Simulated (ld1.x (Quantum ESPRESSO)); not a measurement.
# Scattering properties, PAW potential for zirconium (Zr)

Zr, PAW, made with ld1.x (Quantum ESPRESSO) 7.5 (revPBE, scalar-relativistic). Core [Kr], reference 4d2 5s1.5 5p0 (charge +0.5). Waves: 5s (bound): rcut 3.05, rcutus 3.35 bohr; 5s channel at 0.1 Ry: rcut 3.05, rcutus 3.35 bohr; 5p (bound, empty): rcut 3.80, rcutus 4.50 bohr; 5p channel at 0.2 Ry: rcut 3.80, rcutus 4.50 bohr; 4d (bound): rcut 2.25, rcutus 2.90 bohr; 4d channel at 0.75 Ry: rcut 2.25, rcutus 2.90 bohr; 4f channel at 0.05 Ry: rcut 2.70, rcutus 3.75 bohr; 4f channel at 0.5 Ry: rcut 2.70, rcutus 3.75 bohr. Local part: all-electron potential smoothed inside 2.50 bohr (lloc = -2). Core correction: Bessel-smoothed model core, default radius (core density twice the valence density). Augmentation charge: PSQ, inside the norm-conserving radii.

The phase is arctan(r·u′/u) with u = r·R(r), unwrapped; energies in Ry, scanned from -3 to 5 Ry. A pole is an energy at which the radial function vanishes at the test radius. The pseudo phase is shifted by a multiple of π to meet the all-electron one at the reference energy, and phase errors are pseudo minus all-electron; the curves can meet again beyond the range given. Levels narrower than the energy grid can be missing from the lists of poles.

```tsv
channel	radius (bohr)	reference energy (Ry)	poles, all-electron	poles, pseudo	unbroken range about the reference energy with phases within 0.05 rad	phase error 1 Ry above the reference energy (rad)
s	4.92	-0.52	-0.31, 1.80	-0.31, 1.69, 2.19	below 1.9	-0.001
p	4.92	-0.27	-2.61, 0.13, 2.36	0.13, 1.64, 3.30	-2.6 to 0.9	-0.009
d	4.92	-0.49	-0.45, 1.02, 3.47	-0.45, 1.02, 3.46	the whole range	-0.000
f	4.92	0.05	0.91, 2.50, 4.91	0.91, 2.77	below 1.5	+0.001
```

Phases in the f channel:

```json
{"E (Ry)": "-3.00", "all-electron": "1.455", "pseudo": "1.455"}
{"E (Ry)": "-2.76", "all-electron": "1.451", "pseudo": "1.451"}
{"E (Ry)": "-2.52", "all-electron": "1.445", "pseudo": "1.445"}
{"E (Ry)": "-2.28", "all-electron": "1.439", "pseudo": "1.439"}
{"E (Ry)": "-2.04", "all-electron": "1.432", "pseudo": "1.432"}
{"E (Ry)": "-1.80", "all-electron": "1.424", "pseudo": "1.424"}
{"E (Ry)": "-1.56", "all-electron": "1.414", "pseudo": "1.414"}
{"E (Ry)": "-1.32", "all-electron": "1.401", "pseudo": "1.401"}
{"E (Ry)": "-1.08", "all-electron": "1.385", "pseudo": "1.385"}
{"E (Ry)": "-0.84", "all-electron": "1.364", "pseudo": "1.364"}
{"E (Ry)": "-0.60", "all-electron": "1.333", "pseudo": "1.333"}
{"E (Ry)": "-0.36", "all-electron": "1.285", "pseudo": "1.285"}
{"E (Ry)": "-0.12", "all-electron": "1.194", "pseudo": "1.194"}
{"E (Ry)": "0.12", "all-electron": "0.951", "pseudo": "0.951"}
{"E (Ry)": "0.36", "all-electron": "-0.262", "pseudo": "-0.262"}
{"E (Ry)": "0.60", "all-electron": "-1.300", "pseudo": "-1.300"}
{"E (Ry)": "0.84", "all-electron": "-1.530", "pseudo": "-1.529"}
{"E (Ry)": "1.08", "all-electron": "-1.654", "pseudo": "-1.653"}
{"E (Ry)": "1.32", "all-electron": "-1.809", "pseudo": "-1.799"}
{"E (Ry)": "1.56", "all-electron": "-2.456", "pseudo": "-2.290"}
{"E (Ry)": "1.80", "all-electron": "-4.303", "pseudo": "-4.150"}
{"E (Ry)": "2.04", "all-electron": "-4.570", "pseudo": "-4.514"}
{"E (Ry)": "2.28", "all-electron": "-4.661", "pseudo": "-4.618"}
{"E (Ry)": "2.52", "all-electron": "-4.717", "pseudo": "-4.673"}
{"E (Ry)": "2.76", "all-electron": "-4.766", "pseudo": "-4.710"}
{"E (Ry)": "3.00", "all-electron": "-4.826", "pseudo": "-4.741"}
{"E (Ry)": "3.24", "all-electron": "-4.936", "pseudo": "-4.771"}
{"E (Ry)": "3.48", "all-electron": "-5.368", "pseudo": "-4.804"}
{"E (Ry)": "3.72", "all-electron": "-7.296", "pseudo": "-4.846"}
{"E (Ry)": "3.96", "all-electron": "-7.653", "pseudo": "-4.910"}
{"E (Ry)": "4.20", "all-electron": "-7.749", "pseudo": "-5.037"}
{"E (Ry)": "4.44", "all-electron": "-7.797", "pseudo": "-5.435"}
{"E (Ry)": "4.68", "all-electron": "-7.829", "pseudo": "-6.874"}
{"E (Ry)": "4.92", "all-electron": "-7.855", "pseudo": "-7.483"}
```
